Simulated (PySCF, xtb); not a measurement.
Sn(H)2(OMe)(NH2) (CH7NOSn), SMILES C[O][SnH2][NH2]. The values are those of a single conformer.

Harmonic wavenumbers (cm⁻¹) from GFN2-xTB run with xtb at its own minimum, in rising order: 51, 81, 97, 146, 197, 368, 387, 445, 492, 550, 601, 660, 762, 1066, 1147, 1148, 1425, 1469, 1492, 1495, 1555, 1817, 2908, 2936, 2972, 3401, 3429.

**Question.** What does B3LYP-D3(BJ)/def2-SVP in PySCF give at its own minimum? (An estimate is asked for; the answer gives what the named calculation found.)

**Answer.** 50, 110, 158, 188, 220, 399, 501, 530, 555, 604, 654, 668, 843, 1120, 1173, 1191, 1469, 1470, 1479, 1538, 1900, 1954, 2935, 2984, 3053, 3508, 3603. Paired by order, the mean absolute difference is 66 cm⁻¹ and the zero-point energies are 47.3 and 49.8 kcal/mol.
